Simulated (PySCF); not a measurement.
Ga(H)2(SeH) (GaH3Se), SMILES [GaH2][SeH]. Atoms are numbered in the order given.

```xyz
5

Ga     0.0022    -1.1760     0.0000
H     -1.3971    -1.8657     0.0000
H      1.3898    -1.8888     0.0000
Se    -0.0436     1.1454     0.0000
H      1.4197     1.2659     0.0000
```
Charge 0, spin multiplicity 1.

Coordinates come from a PBE0-D3(BJ)/def2-TZVP optimisation.

The numbers are results of HF/pcSseg-2 (PySCF), not measurements.

GIAO shieldings, no solvent; atoms listed in one row are averaged. δ = σ(ref) − σ: ¹H against TMS (σ = 31.98 ppm); ⁷⁷Se against Me2Se (σ = 1901.4 ppm), references at their B3LYP-D3(BJ)/def2-TZVP geometries, non-relativistic.

| nucleus | atoms | count | δ (ppm) |
|---|---|---|---|
| ¹H | H3 | 1 | 5.89 |
| ¹H | H2 | 1 | 5.78 |
| ¹H | H5 | 1 | 1.74 |
| ⁷⁷Se | Se4 | 1 | -185.8 |
